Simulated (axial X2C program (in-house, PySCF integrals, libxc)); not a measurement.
**Ionising ZrH**

Computed with an in-house all-electron X2C program for linear molecules (integrals from PySCF), spin-free (one-electron X2C) or two-component (2c: spin–orbit coupling with atomic mean-field Coulomb and Gaunt terms, which also bring small scalar terms), in Dyall basis sets with cores contracted in-house; open shells are unrestricted.

Basis sets: H dyall-v3z, Zr dyall-cv3z. Frozen shells (counts by l): ZrH Zr 3s2p1d, H none, 13 electrons correlated; ZrH⁺ Zr 3s2p1d, H none, 12 electrons correlated. Where the outer core of a metal is frozen, bonds come out longer and ionisation energies lower.

| Hamiltonian | level | ZrH state | Re (Å) | ωe (cm⁻¹) | De (eV) |
| --- | --- | --- | --- | --- | --- |
| spin-free | HF | M_S = 3/2, Λ = 0 | 1.914 | 1562.9 | n/a |
| spin-free | PBE0 | M_S = 3/2, Λ = 0 | 1.868 | 1607.5 | 2.76 |
| spin-free | MP2 | M_S = 3/2, Λ = 0 | 1.861 | 1649.9 | 2.14 |
| 2c | HF | Ω = 3/2 | 1.924 | 1517.2 | n/a |
| 2c | PBE0 | Ω = 3/2 | 1.856 | 1596.6 | n/a |
| 2c | MP2 | Ω = 3/2 | 1.855 | 1620.6 | n/a |

Adiabatic ionisation energy (minimum to minimum, no zero-point term) and constants of ZrH⁺:

```json
{"Hamiltonian": "spin-free", "level": "HF", "ZrH⁺ state": "M_S = 1, Λ = 2", "IE (eV)": "5.58", "Re (Å)": "1.828", "ωe (cm⁻¹)": "1720.1", "De (eV)": "1.48", "fragments": "Zr+ + H"}
{"Hamiltonian": "spin-free", "level": "PBE0", "ZrH⁺ state": "M_S = 1, Λ = 2", "IE (eV)": "6.57", "Re (Å)": "1.802", "ωe (cm⁻¹)": "1764.9", "De (eV)": "2.53", "fragments": "Zr+ + H"}
{"Hamiltonian": "spin-free", "level": "MP2", "ZrH⁺ state": "M_S = 1, Λ = 2", "IE (eV)": "6.19", "Re (Å)": "1.785", "ωe (cm⁻¹)": "1858.5", "De (eV)": "2.36", "fragments": "Zr+ + H"}
{"Hamiltonian": "2c", "level": "HF", "ZrH⁺ state": "Ω = 1", "IE (eV)": "5.95", "Re (Å)": "1.828", "ωe (cm⁻¹)": "1718.4", "De (eV)": "n/a", "fragments": "Zr+ + H"}
{"Hamiltonian": "2c", "level": "PBE0", "ZrH⁺ state": "Ω = 1", "IE (eV)": "6.58", "Re (Å)": "1.802", "ωe (cm⁻¹)": "1763.8", "De (eV)": "n/a", "fragments": "Zr+ + H"}
{"Hamiltonian": "2c", "level": "MP2", "ZrH⁺ state": "Ω = 1", "IE (eV)": "6.46", "Re (Å)": "1.785", "ωe (cm⁻¹)": "1856.1", "De (eV)": "n/a", "fragments": "Zr+ + H"}
```

Q: Add the zero-point terms to the ionisation energy at MP2, 2c, and say whether the electron removed was bonding.

A: IE0 = IE + (ωe⁺ − ωe)/2 = 6.46 + (0.015) = 6.47 eV. Re changes by -0.070 Å, so the bond shortens, as on loss of an antibonding or a polarising non-bonding electron.

Each entry is the lowest single determinant of a limited PBE0 search at one distance. De goes to single-determinant-based atoms at the same level (for ions the charge split of lowest energy) and is withheld (n/a) where an atom does not fit its ground term or J level. Main or longest-lived isotopes. One determinant is a doubtful description, or other states lie close, for ZrH, ZrH⁺; these need not be ground states, and all values refer to the states named. With several unpaired electrons the Ω given is that of one determinant, not necessarily of the lowest component. The functionals have no current term, which raises determinants with orbital currents.
